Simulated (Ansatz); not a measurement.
```yaml
crystal:
  periodic: [false, false, false]
  atoms:
    - {symbol: W, position_ang: [-0.022271, 1.801163, 0.910866]}
    - {symbol: W, position_ang: [-1.474777, 0.988927, -0.897007]}
    - {symbol: W, position_ang: [1.059449, 0.849562, -1.132804]}
    - {symbol: W, position_ang: [0.890378, -0.483383, 1.401785]}
    - {symbol: W, position_ang: [-0.631695, -1.422349, -0.836485]}
    - {symbol: W, position_ang: [1.776982, -1.403879, -0.634449]}
    - {symbol: W, position_ang: [-1.598075, -0.330030, 1.188095]}
basis:
  gaussian: {orbitals: def2-TZVP, initial_orbitals: start.molden}
total_charge: 1
magnetization: {spin_polarized: true, initial_magnetization: 1}
hamiltonian: {xc: {name: CAM-B3LYP}, dispersion: d4}
scf: {omitted_lower_state_checks: [starts]}
output: {orbitals: {seedname: orbitals}}
```

The file start.molden holds the orbitals of an earlier run on this structure, at another level or in another basis.

```sh
$ ansatz run in.yaml --threads 4 --pin off --events-out ev --progress --plain --max-ram 4787MiB
```

(1) Does this run fit into the memory that it is given?

Results:

(1) No. It has 280 basis functions, and Ansatz plans for 5.42 GiB where 4.67 GiB are given.
